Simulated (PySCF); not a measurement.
Spectra and structures to be paired. The calculation used PySCF, TDDFT CAM-B3LYP/def2-SVPD, vertical, gas phase, core orbitals frozen in the response. Geometries: GFN2-xTB; one conformer of each isolated species. Triplets are in the Tamm–Dancoff approximation.

A. `N#C[SiH2][SiH2][C@H](F)[SiH3]`
B. `C[SiH2]OC(C)=O`
C. `C[P@H](=S)CC(F)(F)F`
D. `CN(C)C/P=C/F`
E. `CCOC(=O)[SiH3]`

Lowest singlet levels (six at most, fewer where fewer were computed) with oscillator strengths:

1. 5.12 eV (f 0.003); 7.33 eV (f 0.000); 7.55 eV (f 0.084); 7.74 eV (f 0.002); 8.04 eV (f 0.184); 8.24 eV (f 0.039); T1 4.46 eV
2. 3.86 eV (f 0.003); 5.39 eV (f 0.174); 5.71 eV (f 0.013); 5.89 eV (f 0.029); 6.32 eV (f 0.007); 6.46 eV (f 0.156); T1 2.70 eV
3. 5.97 eV (f 0.001); 6.07 eV (f 0.014); 6.21 eV (f 0.010); 6.27 eV (f 0.020); 6.30 eV (f 0.059); 6.57 eV (f 0.054); T1 5.46 eV
4. 5.86 eV (f 0.001); 7.76 eV (f 0.027); 8.07 eV (f 0.105); 8.21 eV (f 0.000); 8.26 eV (f 0.022); 8.46 eV (f 0.002); T1 5.35 eV
5. 6.88 eV (f 0.066); 6.90 eV (f 0.007); 7.04 eV (f 0.021); 7.22 eV (f 0.006); 7.32 eV (f 0.017); 7.43 eV (f 0.001); T1 5.91 eV

Question: Match each spectrum to its molecule.

Answer: 1 = E, 2 = D, 3 = C, 4 = B, 5 = A.
- A: S1 at 6.88 eV, HOMO→LUMO (49%), HOMO-1→LUMO (9%), HOMO→LUMO+1 (9%); Löwdin shares by element: HOMO carbon 33% or more, silicon 29% or more, fluorine 22% (atoms not listed hold the other 16%); LUMO silicon 47% or more, hydrogen 8% or more, carbon 7% or more (atoms not listed hold the other 38%); HOMO -9.94 and LUMO 0.00 eV.
- B: S1 at 5.86 eV, HOMO→LUMO (56%), HOMO→LUMO+2 (28%); Löwdin shares by element: HOMO oxygen 77%, carbon 17% or more; LUMO carbon 30% or more, silicon 16%, oxygen 16% or more (atoms not listed hold the other 37%); HOMO -9.59 and LUMO 1.07 eV.
- C: S1 at 5.97 eV, HOMO→LUMO (31%), HOMO-1→LUMO (20%), HOMO→LUMO+1 (14%); Löwdin shares by element: HOMO (one of a set within 0.03 eV) sulfur 75%, phosphorus 16%, carbon 5% or more; LUMO carbon 20% or more, sulfur 18%, hydrogen 10% or more (atoms not listed hold the other 51%); HOMO -8.20 and LUMO 0.86 eV.
- D: S1 at 3.86 eV, HOMO→LUMO (94%); Löwdin shares by element: HOMO nitrogen 46%, phosphorus 17%, carbon 15% or more (atoms not listed hold the other 22%); LUMO phosphorus 42%, carbon 39% or more, fluorine 7%; HOMO -7.54 and LUMO -0.44 eV.
- E: S1 at 5.12 eV, HOMO→LUMO (93%); Löwdin shares by element: HOMO oxygen 64%, carbon 14% or more, silicon 12%; LUMO oxygen 37%, carbon 32% or more, silicon 18%; HOMO -9.18 and LUMO 0.57 eV.
B and C have S1 within 0.11 eV of each other; their strongest listed levels stand at 8.07 eV (f 0.105) and 6.30 eV (f 0.059).
